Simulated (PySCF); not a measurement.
**Relaxation of quartet MoI3**

Method: UB3LYP/[Mo def2-TZVP with ECP28, I def2-TZVP with ECP28], scalar-relativistic core potentials, density fitting, no spin–orbit coupling, PySCF. A (50,194) grid was used.

A hand-made trigonal planar start, of D3h symmetry, held to at least that symmetry:

```xyz
4
charge 0 multiplicity 4, angstrom
Mo    0.0000    0.0000    0.0000
I     2.7100    0.0000    0.0000
I    -1.3550    2.3469    0.0000
I    -1.3550   -2.3469    0.0000
```

Optimiser trace:
```
step  E − E(last) (kJ/mol)  largest gradient (Eh/bohr)
   0                 16.05                     0.01918
   1                  4.41                     0.01071
   2                  0.16                     0.00232
   3                  0.00                     0.00024
   4                  0.00                     0.00000
```

It ends at D3h with Mo–I 2.606 Å (×3); I–Mo–I 120.0° (×3). A frequency run shows a minimum.

Other spin states or occupations of the open shell can lie lower. With an element this heavy the missing spin–orbit coupling can shift these numbers.
